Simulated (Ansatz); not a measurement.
`O[Si](F)(F)[SiH3]` + H₂Te → `[SiH3][TeH]` + `O[SiH](F)F` at 600 K and 1 bar (cleavage of the Si–Si bond).

Gas-phase electronic energies from Ansatz, PBE0-D4/def2-TZVP geometries. CCSD(T)/CBS is the MP2 limit (def2-TZVPP, def2-QZVPP) plus CCSD(T) − MP2 in def2-TZVPP, frozen cores. This one scheme is used for every species. Elements past krypton have def2 core potentials. For Te outer-core shells are correlated without core-valence functions, which leaves a few kJ/mol of doubt a bond. Each species was taken in one conformer, which may not be the lowest.

```json
{"species": "`O[Si](F)(F)[SiH3]`", "CCSD(T)/CBS energy (Eh)": "-855.51273", "H − E (kJ/mol)": "184.0", "S (J/(mol·K))": "456.3"}
{"species": "H₂Te", "CCSD(T)/CBS energy (Eh)": "-268.91024", "H − E (kJ/mol)": "52.9", "S (J/(mol·K))": "255.0"}
{"species": "`[SiH3][TeH]`", "CCSD(T)/CBS energy (Eh)": "-559.21313", "H − E (kJ/mol)": "121.5", "S (J/(mol·K))": "353.7"}
{"species": "`O[SiH](F)F`", "CCSD(T)/CBS energy (Eh)": "-565.23707", "H − E (kJ/mol)": "118.9", "S (J/(mol·K))": "358.9"}
```

H − E and S are ideal-gas, rigid-rotor, harmonic terms from PBE0-D4/def2-TZVP, for one conformer and one mirror image of each species. 1 Eh = 2625.50 kJ/mol, R = 8.31446 J/(mol·K).

**Question.** By hand: ΔE, ΔH, ΔS and ΔG.

**Answer.** ΔE = (-559.21313) + (-565.23707) − (-855.51273) − (-268.91024) = -0.02723 Eh = -71.5 kJ/mol. Δ(H − E) = 121.5 + 118.9 − 184.0 − 52.9 = 3.5, so ΔH = -68.0 kJ/mol. ΔS = 353.7 + 358.9 − 456.3 − 255.0 = 1.3 J/(mol·K). ΔG = -68.0 − 600 × (1.3)/1000 = -68.8 kJ/mol.

**Question.** By hand: the equilibrium constant, and the temperature at which ΔG would vanish if ΔH and ΔS stayed fixed.

**Answer.** log₁₀ K = −ΔG/(RT ln 10) = 6.0. ΔH and −TΔS have one sign here, so there is no such temperature.

The number of gas molecules stays the same, so ΔS is small and ΔH decides. A doubt of 5 kJ/mol in ΔE shifts log₁₀ K by 0.4 here. Other conformers and mirror images would add mixing entropy, several J/(mol·K) or more a flexible species. These are equilibria of isolated gas molecules and say nothing of rates. Largest T1 diagnostic: 0.013 (customary marks: 0.02 for closed shells, 0.045 for open ones).

ΔS is within the doubt of such terms, so its sign, and with it that verdict, could turn.
